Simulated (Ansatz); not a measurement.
Program: Ansatz. Geometries: PBE0-D4/def2-TZVP. ΔE: electronic, gas phase. CCSD(T)/CBS is the MP2 limit (def2-TZVPP, def2-QZVPP) plus CCSD(T) − MP2 in def2-TZVPP, frozen cores. Functionals use def2-TZVPP. Each species was taken in one conformer, which may not be the lowest.

Reaction (redistribution): `N[C@@H](F)[Si@@H](O)F` + `O[SiH2]N[SiH](O)Cl` → `O[Si@H](F)N[Si@H](O)Cl` + `NC(F)[SiH2]O`

```csv
level,ΔE (kJ/mol)
r2SCAN-D4,-10.8
PBE,-10.8
MP2/def2-TZVPP,-10.1
SCS-MP2/def2-TZVPP,-9.9
CCSD/def2-TZVPP,-11.2
CCSD(T)/def2-TZVPP,-11.0
MP2/def2-QZVPP,-10.1
CCSD/CBS(def2),-11.1
```

Task: What does CCSD(T)/CBS give? (Best estimate.)

Result: Ansatz gave: -10.9 kJ/mol. The listed levels differ from it by 0.1, 0.1, 0.8, 1.0, -0.3, -0.1, 0.8, -0.2 kJ/mol.

Largest T1 diagnostic among the species: 0.012.
